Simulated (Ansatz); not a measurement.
`[SeH][SiH2]Br` and `S[SiH2][SeH]` differ in one atom or group.

Ansatz, PBE0-D4/def2-TZVP geometries, multiplicity 1. Each molecule was computed in one conformer, which needn't be the lowest.

Scalar relativity is left out up to krypton.

| property | `[SeH][SiH2]Br` |
| --- | --- |
| ideal-gas entropy at 298 K and 1 bar (rigid rotor, harmonic PBE0-D4/def2-TZVP) / J/(mol·K) | 330 |
| HOMO energy (B3LYP/def2-TZVPP) / eV | -7.19 |
| HOMO energy (PBE0/def2-TZVPP) / eV | -7.44 |
| HOMO–LUMO gap (PBE/def2-TZVPP) / eV | 4.84 |
| LUMO energy (ωB97M-V/def2-TZVPP) / eV | 1.30 |
| size of the dipole moment (PBE/def2-TZVPP) / D | 0.96 |

Task: What does the change do to each property? (Estimate.)

Result: Ansatz gave: 
```json
{"property": "ideal-gas entropy at 298 K and 1 bar (rigid rotor, harmonic PBE0-D4/def2-TZVP) / J/(mol·K)", "`S[SiH2][SeH]`": "332", "shift": "2"}
{"property": "HOMO energy (B3LYP/def2-TZVPP) / eV", "`S[SiH2][SeH]`": "-6.94", "shift": "0.25"}
{"property": "HOMO energy (PBE0/def2-TZVPP) / eV", "`S[SiH2][SeH]`": "-7.18", "shift": "0.26"}
{"property": "HOMO–LUMO gap (PBE/def2-TZVPP) / eV", "`S[SiH2][SeH]`": "4.86", "shift": "0.02"}
{"property": "LUMO energy (ωB97M-V/def2-TZVPP) / eV", "`S[SiH2][SeH]`": "1.54", "shift": "0.24"}
{"property": "size of the dipole moment (PBE/def2-TZVPP) / D", "`S[SiH2][SeH]`": "1.12", "shift": "0.16"}
```

The zero-point energy changes by 22.1 kJ/mol with +3 modes. Dipoles are sizes alone; their direction can turn.

B3LYP here is the variant with VWN-RPA as its local correlation; programs differ in this.

Spin–orbit coupling is left out; it splits and shifts lone-pair levels of the heavy atoms by tenths of an eV.
